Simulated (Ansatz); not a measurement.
Reaction (atomization): `ClBC[O][GeH3]` → B• + C• + Cl• + Ge• + 6 H• + O•

Computed with Ansatz on PBE0-D4/def2-TZVP structures; ΔE is electronic, products minus reactants. CBS: MP2 limit from def2 TZ/QZ plus the TZ coupled-cluster correction, frozen cores. This one scheme is used for every species, atoms too. DFT in def2-TZVPP. B3LYP here is the variant with VWN-RPA as its local correlation; programs differ in this. No spin–orbit coupling; open shells (•) take unrestricted orbitals. Spin–orbit coupling would lower the free atoms: a little for B, C, Cl, O; clearly for Ge. Bonds to Ge are less sure, by a few kJ/mol each and by 10 to 20 or more in all where they break to atoms, as the def2 sets lack core-valence functions. Scalar relativity is left out up to krypton. One conformer a species, not always the lowest.

| level | ΔE (kJ/mol) |
| --- | --- |
| PBE-D4 | 3762.7 |
| B3LYP-D4 | 3699.2 |
| PBE0 | 3688.2 |
| B3LYP | 3662.0 |
| MP2/def2-TZVPP | 3686.4 |
| CCSD(T)/def2-TZVPP | 3631.2 |
| MP2/CBS(def2) | 3766.8 |
| CCSD/CBS(def2) | 3657.4 |

(1) What does CCSD(T)/CBS give? (An estimate is asked.)

Largest T1 diagnostic among the species: 0.014.

## Answers

(1) The calculation gave: +3711.6 kJ/mol. The listed levels differ from it by 51.1, -12.4, -23.4, -49.6, -25.2, -80.4, 55.2, -54.2 kJ/mol.

The D4 term adds +37.2 kJ/mol with B3LYP and +19.7 kJ/mol with PBE0; it sums over pairs of atoms, weighted by their polarisabilities, and B3LYP, whose exchange is more repulsive, gets the larger term. In def2-TZVPP, CCSD(T) changes the Hartree–Fock value by +899.1 kJ/mol (the triples alone add +54.2 kJ/mol) and MP2 by +954.3 kJ/mol; breaking electron pairs costs correlation energy, which Hartree–Fock lacks.

For atomizations the MP2-based limit and the directly extrapolated one differ by several kJ/mol either way, and by 10 to 25 for some Ge, Se and Sn compounds, so smaller differences from it don't rank the levels.
